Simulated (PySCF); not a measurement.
# Working out the ionisation energy of Al(2+)

Al(2+) [Ne] 3s1 (2S) → Al(3+) [Ne] (1S). All numbers are calculated (PySCF 2.14, the spin-free X2C one-electron Hamiltonian (Gaussian nucleus), in ANO-RCC-VTZP). Frozen: 1s2. Energies in hartree (1 hartree = 27.21139 eV):

| part | Al(2+) (lower) | Al(3+) (upper) |
| --- | --- | --- |
| UHF | -241.464558 | -240.432349 |
| CCSD correlation | -0.209117 | -0.202573 |
| (T) | -0.000423 | -0.000331 |

What does Hartree-Fock give?

(-240.432349) − (-241.464558) = 1.032209 hartree = 28.088 eV.

What do CCSD and CCSD(T) give?

The CCSD correlation energies differ by 0.006544 hartree = 0.178 eV and the triples by 0.000092 hartree = 0.003 eV, so CCSD gives 28.266 eV and CCSD(T) 28.269 eV.

Measured between the centres of the two terms (NIST): 28.448 eV, so CCSD(T) (valence and next inner shell) is off by -0.179 eV.

What remains against the reference includes basis incompleteness, the frozen core and higher excitations.
